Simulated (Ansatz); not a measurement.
Basis-set series for B₂Cl₂F₂H₂ (`Cl[B@H-]1[F+][B@H-](Cl)[F+]1`). The species carries charge 0 and has multiplicity 1. The geometry is a stationary point of PBE0-D4/def2-TZVP.

```tsv
functional	basis	functions	energy (Eh)	HOMO (eV)	LUMO (eV)
PBE0-D4	def2-SVP	102	-1170.11398	-9.13	0.28
PBE0-D4	def2-TZVPP	236	-1170.72310	-9.24	-0.13
ωB97M-V	def2-SVP	102	-1170.56020	-11.35	2.36
ωB97M-V	def2-TZVPP	236	-1171.17169	-11.52	1.74
```

(1) Give the rows for def2-QZVPP. (Estimate.)

Results:

(1) Ansatz gave: 
```csv
functional,basis,functions,energy (Eh),HOMO (eV),LUMO (eV)
PBE0-D4,def2-QZVPP,428,-1170.76266,-9.27,-0.23
ωB97M-V,def2-QZVPP,428,-1171.20874,-11.55,1.41
```

Positive LUMOs are unbound and depend on the basis.
